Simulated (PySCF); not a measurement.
F4Se, charge +1, doublet, geometry from GFN2-xTB (a state made from the parent by changing its charge; the spin is typed, not shown lowest), atoms displaced at random by about 0.08 Å a coordinate; TPSS/6-31G, gradient by finite differences in PySCF.

The PySCF input:
```python
from pyscf import gto, scf, dft

mol = gto.Mole()
mol.atom = '''
    Se   -0.15630495    0.00143919    0.21752442
    F     0.90700297    1.45260452    0.33689586
    F     1.08587260   -0.92202138   -0.76049937
    F    -1.08019826   -1.52670060    0.33808252
    F    -0.90749879    0.72698115   -0.70460239
'''
mol.basis = '6-31g'
mol.charge = 1
mol.spin = 1
mol.verbose = 4
mol.build()

mf = dft.UKS(mol)
mf.xc = 'tpss'
mf.conv_tol = 1e-11
mf.kernel()
scan, done = mf.as_scanner(), []
scan.scf_summary = {}
def energy(d):
    c = mol.atom_coords()
    c[2, 2] += d
    e = scan(mol.set_geom_(c, unit='Bohr', inplace=False))
    done.append(scan.converged)
    return e
h = 1e-4
fd = (energy(h) - energy(-h)) / (2 * h)
print('dE/dx =', fd)
```

It wrote (shortened):

```
PySCF version 2.14.0

[INPUT] verbose = 4
[INPUT] num. atoms = 5
[INPUT] num. electrons = 69
[INPUT] charge = 1
[INPUT] spin (= nelec alpha-beta = 2S) = 1
[INPUT] symmetry False subgroup None
[INPUT] Mole.unit = angstrom
[INPUT] Symbol           X                Y                Z      unit          X                Y                Z       unit  Magmom
[...]
nuclear repulsion = 483.534955665427
number of shells = 31
number of NR pGTOs = 178
number of NR cGTOs = 63
basis = 6-31g
ecp = {}

******** <class 'pyscf.dft.uks.UKS'> ********
method = UKS
initial guess = minao
damping factor = 0
level_shift factor = 0
DIIS = <class 'pyscf.scf.diis.CDIIS'>
diis_start_cycle = 1
diis_space = 8
diis_damp = 0
SCF conv_tol = 1e-11
SCF conv_tol_grad = None
SCF max_cycles = 50
direct_scf = True
direct_scf_tol = 1e-13
number electrons alpha = 35  beta = 34
XC library pyscf.dft.libxc version 7.1.2
    S. Lehtola, C. Steigemann, M. J. T. Oliveira, and M. A. L. Marques,  SoftwareX 7, 1–5 (2018)
XC functionals = tpss
    J. Tao, J. P. Perdew, V. N. Staroverov, and G. E. Scuseria,  Phys. Rev. Lett. 91, 146401 (2003)
    J. P. Perdew, J. Tao, V. N. Staroverov, and G. E. Scuseria,  J. Chem. Phys. 120, 6898 (2004)
    J. Tao, J. P. Perdew, V. N. Staroverov, and G. E. Scuseria,  Phys. Rev. Lett. 91, 146401 (2003)
    J. P. Perdew, J. Tao, V. N. Staroverov, and G. E. Scuseria,  J. Chem. Phys. 120, 6898 (2004)
radial grids:
    Treutler-Ahlrichs [JCP 102, 346 (1995); DOI:10.1063/1.469408] (M4) radial grids

becke partition: Becke, JCP 88, 2547 (1988); DOI:10.1063/1.454033
pruning grids: <function nwchem_prune>
grids dens level: 3
symmetrized grids: False
atomic radii adjust function: <function treutler_atomic_radii_adjust>
small_rho_cutoff = 0
Set gradient conv threshold to 3.16228e-06
tot grids = 77472
init E= -2800.52309747962

cycle= 1 E= -2799.37219853724  delta_E= 1.15  |g|= 0.831  |ddm|= 2.02
cycle= 2 E= -2797.19366457133  delta_E= 2.18  |g|= 2.34  |ddm|=  3.7
cycle= 3 E= -2799.30027711084  delta_E= -2.11  |g|= 1.04  |ddm|= 2.69
cycle= 4 E= -2799.71121630111  delta_E= -0.411  |g|= 0.305  |ddm|= 1.06
cycle= 5 E= -2799.69112120068  delta_E= 0.0201  |g|= 0.372  |ddm|= 0.528
cycle= 6 E= -2799.74542987643  delta_E= -0.0543  |g|= 0.099  |ddm|= 0.373
cycle= 7 E= -2799.74885349167  delta_E= -0.00342  |g|= 0.0373  |ddm|= 0.115
cycle= 8 E= -2799.74941548725  delta_E= -0.000562  |g|= 0.00686  |ddm|= 0.0402
cycle= 9 E= -2799.74943855071  delta_E= -2.31e-05  |g|= 0.00113  |ddm|= 0.00798
[...]
converged SCF energy = -2799.74943922152  <S^2> = 0.75513332  2S+1 = 2.0051267
converged SCF energy = -2799.74943998717  <S^2> = 0.7551333  2S+1 = 2.0051267
[...]
   5 F     -0.907498790000   0.726981150000  -0.704602390000 AA   -1.714924171474   1.373795271221  -1.331505543814 Bohr

******** <class 'pyscf.scf.hf.UKS_Scanner'> ********
method = UKS_Scanner
initial guess = minao
damping factor = 0
level_shift factor = 0
DIIS = <class 'pyscf.scf.diis.CDIIS'>
diis_start_cycle = 1
diis_space = 8
diis_damp = 0
SCF conv_tol = 1e-11
SCF conv_tol_grad = None
SCF max_cycles = 50
direct_scf = True
direct_scf_tol = 1e-13
number electrons alpha = 35  beta = 34
XC library pyscf.dft.libxc version 7.1.2
    S. Lehtola, C. Steigemann, M. J. T. Oliveira, and M. A. L. Marques,  SoftwareX 7, 1–5 (2018)
XC functionals = tpss
    J. Tao, J. P. Perdew, V. N. Staroverov, and G. E. Scuseria,  Phys. Rev. Lett. 91, 146401 (2003)
    J. P. Perdew, J. Tao, V. N. Staroverov, and G. E. Scuseria,  J. Chem. Phys. 120, 6898 (2004)
    J. Tao, J. P. Perdew, V. N. Staroverov, and G. E. Scuseria,  Phys. Rev. Lett. 91, 146401 (2003)
    J. P. Perdew, J. Tao, V. N. Staroverov, and G. E. Scuseria,  J. Chem. Phys. 120, 6898 (2004)
radial grids:
    Treutler-Ahlrichs [JCP 102, 346 (1995); DOI:10.1063/1.469408] (M4) radial grids

becke partition: Becke, JCP 88, 2547 (1988); DOI:10.1063/1.454033
pruning grids: <function nwchem_prune>
grids dens level: 3
symmetrized grids: False
atomic radii adjust function: <function treutler_atomic_radii_adjust>
small_rho_cutoff = 0
Set gradient conv threshold to 3.16228e-06
tot grids = 77472
init E= -2799.74942135788
cycle= 1 E= -2799.74943845483  delta_E= -1.71e-05  |g|= 2.21e-05  |ddm|= 0.000123
cycle= 2 E= -2799.74943845419  delta_E= 6.37e-10  |g|= 4.71e-05  |ddm|= 7.95e-05
cycle= 3 E= -2799.74943845497  delta_E= -7.76e-10  |g|= 1.73e-05  |ddm|= 5.52e-05
cycle= 4 E= -2799.74943845506  delta_E= -9.19e-11  |g|= 1.03e-05  |ddm|= 2.44e-05
cycle= 5 E= -2799.74943845512  delta_E= -6.64e-11  |g|= 2.91e-06  |ddm|= 1.1e-05
cycle= 6 E= -2799.7494384551  delta_E= 2.18e-11  |g|= 5.29e-07  |ddm|= 2.49e-06
cycle= 7 E= -2799.74943845512  delta_E= -1.77e-11  |g|= 4.67e-07  |ddm|= 9.28e-07
cycle= 8 E= -2799.7494384551  delta_E= 1.59e-11  |g|= 3.24e-08  |ddm|= 3.97e-07
cycle= 9 E= -2799.7494384551  delta_E= 1.82e-12  |g|= 2.17e-08  |ddm|= 2.33e-08
Extra cycle  E= -2799.74943845514  delta_E= -4.05e-11  |g|= 4.24e-08  |ddm|= 7.25e-08
converged SCF energy = -2799.74943845514  <S^2> = 0.75513334  2S+1 = 2.0051268
dE/dx = -0.007660148639843101
```
